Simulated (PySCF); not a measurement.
C$_{2}$H$_{6}$Zn, singlet, geometry from GFN2-xTB (such geometries of metal compounds can be far from the true shape). Base run: M062X/6-31G* run with PySCF.

Input for PySCF:
```python
from pyscf import gto, scf, dft, solvent

mol = gto.M(
    atom='''
Zn   -0.06906639    0.13249328    0.83144638
H    -0.60218622    1.13699217    1.88782594
C     0.37825721   -0.77868948   -0.91755827
C    -0.06205677    0.17406871   -2.03654585
H    -0.13963680   -1.72755749   -1.06116271
H     1.43596561   -0.99939672   -1.06035178
H     0.48340226    1.11765015   -1.99403095
H    -1.12846814    0.39670807   -1.97535365
H     0.12571242   -0.27146999   -3.01569374
''',
    basis='6-31g*',
    verbose=3,
)

mf = dft.RKS(mol)
mf.xc = 'm062x'
mf.kernel()
```

Variants of this job, named by their change:

```
change                                                   ΔE vs base (kJ/mol)  dipole (D)  HOMO-LUMO gap (eV)
-------------------------------------------------------  -------------------  ----------  ------------------
base                                                                    0.00        0.71                7.84
model = IEF-PCM; solvent = tetrahydrofuran                             -36.8        1.01                8.26
model = IEF-PCM; solvent = 2-propanol                                  -42.9        1.06                8.33
model = IEF-PCM; solvent = dichloromethane                             -38.4        1.02                8.28
model = IEF-PCM; solvent = n-hexane; vdw_scale = 1.1                  -24.93        0.86                8.05
model = IEF-PCM; solvent = n-hexane; lebedev_order = 11               -15.39        0.83                8.01
model = IEF-PCM; solvent = n-hexane; vdw_scale = 1.4                   -7.07        0.80                7.96
model = IEF-PCM; solvent = n-hexane; lebedev_order = 41               -15.75        0.83                8.02
model = IEF-PCM; solvent = n-hexane                                   -15.69        0.83                8.02
model = ddCOSMO; solvent = n-hexane                                   -25.60        0.86                8.09
model = C-PCM; solvent = n-hexane                                     -19.52        0.84                8.06
model = SS(V)PE; solvent = n-hexane                                   -15.63        0.84                8.02
```

The base is the gas phase, so ΔE is the electrostatic part of solvation at a fixed geometry, without cavity and dispersion terms.
